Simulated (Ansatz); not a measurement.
Consider the redistribution: `CN(C)[Si](O)(O)O` + `O[SiH2]N[Si](O)(O)O` → `O[Si](O)(O)N[Si](O)(O)O` + `CN(C)[SiH2]O`.

Isolated molecules relaxed with PBE0-D4/def2-TZVP in Ansatz; ΔE leaves out vibrations. CCSD(T)/CBS adds triple-zeta CCSD(T) − MP2 to the extrapolated MP2 energy (def2 sets, frozen cores). DFT in def2-TZVPP. B3LYP here is the variant with VWN-RPA as its local correlation; programs differ in this. One conformer a species, not always the lowest.

`CN(C)[Si](O)(O)O`:

Z-matrix (Å, degrees):
```
C
N 1 1.442
H 1 1.089 2 110.4
H 1 1.100 2 111.7 3 120.9
H 1 1.098 2 110.8 3 -119.6
C 2 1.444 1 113.8 3 178.5
Si 2 1.700 1 125.0 3 -8.9
H 6 1.099 2 111.8 1 60.8
H 6 1.098 2 111.0 1 -59.2
H 6 1.092 2 110.7 1 -178.8
O 7 1.636 2 111.7 1 144.7
O 7 1.641 2 104.6 1 21.9
O 7 1.641 2 115.8 1 -100.5
H 11 0.958 7 115.4 2 -64.0
H 12 0.958 7 115.5 2 -160.1
H 13 0.957 7 115.8 2 36.0
```

`O[SiH2]N[Si](O)(O)O`:

Z-matrix (Å, degrees):
```
Si
N 1 1.732
O 1 1.643 2 112.9
H 1 1.484 2 109.3 3 -122.2
H 1 1.482 2 107.4 3 117.0
Si 2 1.700 1 124.5 3 61.0
H 2 1.008 1 116.9 3 -113.5
H 3 0.961 1 113.3 2 -59.9
O 6 1.645 2 101.7 1 -11.9
O 6 1.633 2 117.1 1 105.1
O 6 1.638 2 112.0 1 -134.9
H 9 0.958 6 115.9 2 147.5
H 10 0.958 6 116.3 2 112.5
H 11 0.958 6 117.0 2 48.5
```

`O[Si](O)(O)N[Si](O)(O)O`:

Z-matrix (Å, degrees):
```
Si
O 1 1.634
O 1 1.638 2 104.4
O 1 1.627 2 116.1 3 118.5
N 1 1.720 2 105.3 3 -121.8
H 2 0.958 1 115.6 3 -34.1
H 3 0.958 1 115.8 2 161.2
H 4 0.967 1 114.4 2 101.0
Si 5 1.700 1 132.6 2 -130.8
H 5 1.012 1 113.3 2 48.6
O 9 1.638 5 110.2 1 146.1
O 9 1.634 5 117.5 1 -94.7
O 9 1.647 5 104.6 1 22.3
H 11 0.958 9 117.0 5 -49.2
H 12 0.958 9 116.7 5 -99.1
H 13 0.959 9 115.3 5 -155.1
```

`CN(C)[SiH2]O`:

Cartesian coordinates in Å:
```
C 0.972 0.207 -1.243
N -0.005 -0.217 -0.270
C 0.243 -1.530 0.269
Si -1.140 0.873 0.392
O -0.580 1.978 1.485
H 1.980 0.286 -0.813
H 1.023 -0.503 -2.079
H 0.707 1.185 -1.651
H -0.547 -1.812 0.968
H 1.205 -1.589 0.799
H 0.264 -2.283 -0.531
H -2.176 0.020 1.034
H -1.658 1.732 -0.696
H -0.287 1.653 2.337
```

**Question.** Is it downhill or uphill in electronic energy at CCSD(T)/CBS, and by how much? (An estimate is asked.)

**Answer.** The calculation gave: Downhill: ΔE = -2.6 kcal/mol.

**Question.** What do these levels give: PBE-D4, r2SCAN-D4, PBE0-D4, B3LYP-D4, ωB97X-V, MP2/def2-TZVPP, SCS-MP2/def2-TZVPP, HF/def2-QZVPP, MP2/def2-QZVPP, SCS-MP2/def2-QZVPP, HF/CBS(def2), CCSD/CBS(def2)? (An estimate is asked.)

**Answer.** Ansatz gave: PBE-D4 -3.4, r2SCAN-D4 -2.8, PBE0-D4 -3.1, B3LYP-D4 -3.2, ωB97X-V -2.4, MP2/def2-TZVPP -2.7, SCS-MP2/def2-TZVPP -2.5, HF/def2-QZVPP -2.3, MP2/def2-QZVPP -2.6, SCS-MP2/def2-QZVPP -2.5, HF/CBS(def2) -2.3, CCSD/CBS(def2) -2.5 kcal/mol.

Largest T1 diagnostic among the species: 0.011.
